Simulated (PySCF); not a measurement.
Computed shifts of a molecule C5H8Si, PBE/pcSseg-1 in PySCF, GIAO, gas phase, atoms alike by connectivity averaged where their shifts nearly agree, in ppm (number of nuclei): ¹³C: 88.9 (1), 70.5 (1), 20.0 (1), 11.2 (1), 4.0 (1). ²⁹Si: -61.6 (1). ¹H: 4.34 (3), 1.92 (1), 1.85 (1), 1.36 (1), 0.89 (1), 0.31 (1). References: ¹³C against TMS (σ = 182.0 ppm); ²⁹Si against TMS (σ = 335.4 ppm); ¹H against TMS (σ = 31.49 ppm), references at their B3LYP-D3(BJ)/def2-TZVP geometries, non-relativistic. The structure is a stationary point at ωB97X-D3(BJ)/def2-SVP. The values are those of a single conformer.

Problem. Pick the molecule that these values belong to.
(A) C#CC(=C)[SiH2]C
(B) C#C[C@@H]1C[C@@H]1[SiH3]
(C) C#C[SiH2]C(=C)C
(D) C#CCC(=C)[SiH3]

Solution. B, C#C[C@@H]1C[C@@H]1[SiH3]
